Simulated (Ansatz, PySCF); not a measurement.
System: InF (charge 0, triplet). This is an excited triplet: at this geometry the singlet lies 3.48 eV lower at CCSD(T)/CBS(def2-TZVPPD,def2-QZVPPD). 
Geometry from a B3LYP-D3(BJ)/def2-TZVP (Ansatz, an electronic-structure program) optimisation:
```
In
F 1 1.9847
```
Charge 0, spin multiplicity 3.

Dipole moments at this geometry, in debye (magnitudes).

```tsv
level	program	dipole (D)
BLYP/def2-TZVPD	Ansatz	2.39
revPBE/def2-TZVPD	Ansatz	2.41
TPSS/def2-TZVPD	PySCF	2.47
r2SCAN/def2-TZVPD	Ansatz	(withheld)
B3LYP/def2-TZVPD	Ansatz	2.70
r2SCANh/def2-TZVPD	Ansatz	2.80
r2SCAN0/def2-TZVPD	Ansatz	2.97
PW6B95/def2-TZVPD	PySCF	2.81
M06-2X/def2-TZVPD	PySCF	3.04
MN15/def2-TZVPD	PySCF	2.91
HSE06/def2-TZVPD	Ansatz	2.78
LC-wPBE/def2-TZVPD	Ansatz	3.08
wB97M-V/def2-TZVPD	Ansatz	2.90
CCSD(T)/def2-SVPD	Ansatz	(withheld)
```

Question: Some entries are withheld; supply them.

Answer: 
- r2SCAN/def2-TZVPD, dipole (D): 2.68
- CCSD(T)/def2-SVPD, dipole (D): 3.19
